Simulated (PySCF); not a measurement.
Computed shifts of a molecule CH6ClFSi2, PBE/pcSseg-1 (PySCF), GIAO, gas phase, equivalent atoms averaged, in ppm (number of nuclei): ¹³C: 10.4 (1). ²⁹Si: 55.1 (1), -112.3 (1). ¹⁹F: -165.0 (1). ¹H: 3.78 (3), 0.98 (3). References: ¹³C against TMS (σ = 182.0 ppm); ²⁹Si against TMS (σ = 335.4 ppm); ¹⁹F against CFCl3 (σ = 133.6 ppm); ³⁵Cl against HCl (σ = 936.5 ppm); ¹H against TMS (σ = 31.49 ppm), references at their B3LYP-D3(BJ)/def2-TZVP geometries, non-relativistic (without spin–orbit terms, shifts of atoms bonded to Cl or Br come out too high). The structure is a stationary point at B3LYP-D3(BJ)/def2-SVP. One conformer was computed; it need not be the lowest.

Which structure fits?
A) C[Si@@](F)([SiH3])Cl
B) C[Si@@H](Cl)[SiH2]F
C) FC[Si@H]([SiH3])Cl
D) F[SiH2]C[SiH2]Cl

A, C[Si@@](F)([SiH3])Cl
